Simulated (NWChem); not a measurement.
Molecule: C5H5N; SMILES C#CC=C=CN

```xyz
11

C      0.6501     2.9541    -0.0912
C     -0.0009     1.9436     0.0543
C     -0.8019     0.7755     0.2489
C     -0.4424    -0.4411    -0.1144
C     -0.1217    -1.6611    -0.4766
N      0.4684    -2.6548     0.3281
H      1.2363     3.8333    -0.2300
H     -1.7697     0.9352     0.7336
H     -0.3868    -2.0068    -1.4762
H      1.1317    -3.2302    -0.1810
H      0.8985    -2.2840     1.1691
```
Atoms are numbered in this order, from 1.

Level: B3LYP/6-31G* (spherical d) (NWChem), optimised geometry, unscaled harmonic frequencies. 

```csv
frequency (cm⁻¹),IR intensity (km/mol)
97,1.7
171,0.6
227,9.1
305,26.0
352,36.4
479,10.7
544,3.7
572,61.3
624,35.9
642,28.8
741,368.8
812,16.3
915,21.4
920,10.6
1053,21.0
1198,0.6
1242,65.4
1360,16.9
1505,40.2
1686,42.7
2055,54.9
2220,1.2
3100,15.1
3155,10.5
3497,67.6
3518,5.0
3618,5.6
```

* **zero-point energy**: 52.3 kcal/mol
* **thermal correction to the enthalpy at 298.15 K (with zero-point energy)**: 57.1 kcal/mol
* **heat capacity Cv**: 23.6 cal/(mol K)
* **entropy at 298.15 K and 1 atm (symmetry number 1)**: 79.6 cal/(mol K)
* **dipole moment**: 1.77 D

Rigid rotor and harmonic oscillator; modes under 100 cm⁻¹ make the entropy uncertain.
